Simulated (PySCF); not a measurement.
## AgO: energy against distance

Set-up: Ag x2c-TZVPPall, O x2c-TZVPPall; spin-free X2C with a Gaussian nucleus (PySCF 2.14). Energies in eV from Ag (4d10 5s1) + O in their ground configurations at the same level. All curves are PBE0. state 1: ²Π (doublet), unpaired electrons π ↑; state 2: ²Σ⁺ (doublet), unpaired electrons σ ↑, a second solution, started from another occupation; state 3: quartet, unpaired electrons σ ↑, π ↑↑, a second solution, started from another occupation.

```
R (Å)  state 1  state 2  state 3
1.723   -1.149  -0.3737   1.0300
1.803   -1.577  -0.6589   0.5871
1.883   -1.809  -0.7763   0.3283
1.943   -1.889  -0.7901   0.2118
2.003   -1.911  -0.7595   0.1385
2.063   -1.889  -0.6970   0.0934
2.143   -1.810  -0.5793   0.0596
2.243   -1.661  -0.3973   0.0386
2.364   -1.448  -0.1530   0.0245
2.524   -1.162   0.1852   0.0093
```

Put a parabola through the three lowest points of the state 1 curve and estimate Re, k and ωe (reduced mass 13.91 u; 1 eV/Å² = 0.16022 mdyn/Å; ωe = 1302.8·√(k/μ) cm⁻¹).

Through R = 1.943, 2.003, 2.063 Å the second-order coefficient is 6.11 eV/Å², so Re ≈ 2.003 Å, k ≈ 1.96 mdyn/Å and ωe ≈ 489 cm⁻¹. A polynomial fit of higher order to the unrounded PBE0 energies gives Re = 2.000 Å, k = 1.97 mdyn/Å, ωe = 491 cm⁻¹; anharmonicity and rounding make the difference.

The higher-order fit for each curve: state 1: Re = 2.000 Å, ωe = 491 cm⁻¹, De = 1.91 eV; state 2: Re = 1.929 Å, ωe = 507 cm⁻¹, minimum 0.79 eV below the ground-state fragments. State 3 gave no clean fit.

⟨S²⟩ of the unrestricted solution departs from its pure value on part of the curve, where spin states mix. Spin–orbit coupling is left out, which matters for elements this heavy, above all for dissociation energies. With d or f electrons several states lie close, and the lowest PBE0 determinant need not be the measured ground state.
